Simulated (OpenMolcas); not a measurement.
Be+: CASPT2 settings compared

- Program: OpenMolcas 26.06
- Basis: ANO-L-VQZP [5s4p3d2f]
- Scalar Hamiltonian: non-relativistic, point nucleus
- Active space: 1 electron in 4 orbitals (2s 2p)
- State averaging: 2S+1 = 2 even, 1 root; 2S+1 = 2 odd, 3 roots
- Spin-orbit coupling: RASSI with atomic mean-field integrals over the reference wave functions, term energies averaged over their components

Methods on the same reference wave functions:
A. CASSCF
B. SS-CASPT2, IPEA 0.3 Eh, sigma2 regulariser 0.25 Eh (closed shells correlated: 1s)
C. SS-CASPT2, IPEA 0.4 Eh, sigma2 regulariser 0.25 Eh (closed shells correlated: 1s)
D. SS-CASPT2, IPEA 0 Eh, imaginary shift 0.3 Eh (closed shells correlated: 1s)

Energies in cm-1 above 2s 2S 1/2, the measured ground level; measured values from NIST Handbook of Basic Atomic Spectroscopic Data.

```json
{"Level": "2s 2S 1/2", "A": "0.0", "B": "0.0", "C": "0.0", "D": "0.0", "Measured": "0.0"}
{"Level": "2p 2P* 1/2", "A": "32177", "B": "31957", "C": "31957", "D": "31955", "Measured": "31929"}
{"Level": "2p 2P* 3/2", "A": "32182", "B": "31962", "C": "31962", "D": "31960", "Measured": "31935"}
```

Deviations, from unrounded energies. A percentage is the sum of absolute deviations over the sum of measured energies, with the sign that they share, or ± where signs differ.

```csv
Against measurement,Levels,A,B,C,D
mean absolute deviation (cm-1),2,250,27,28,26
other configurations (%),2,+0.8,+0.1,+0.1,+0.1
```

B, C, D lie about equally close to measurement and A furthest from it. The largest miss of D in the table is 2p 2P* 1/2, by +27 cm-1. The ranking rests on the paired levels alone, and a cruder setting can come out closer through cancelling errors.

Among B to D no level of the table moves by more than 5 cm-1.

The lowest spin-free term lies below A's lowest term by 0.006 hartree in B, 0.006 hartree in C, 0.006 hartree in D.

ANO sets are built for ground and valence states and can reach diffuse excited orbitals poorly. With one active electron the reference holds no correlation, so core polarisation is missing (holds for A). With one active electron, CASPT2 adds the correlation within the correlated inactive shells and between them and that electron, and leaves the splitting within a term as the reference gives it (holds for B; C; D). Measured partners are found by configuration, term and J. A level has none where our copy of the source lacks it or the pairing is in doubt (some pairs that miss far off the trend of their configuration count as doubtful), and it then counts in no deviation. Levels of configurations outside the active space are missing.

* marks odd parity.
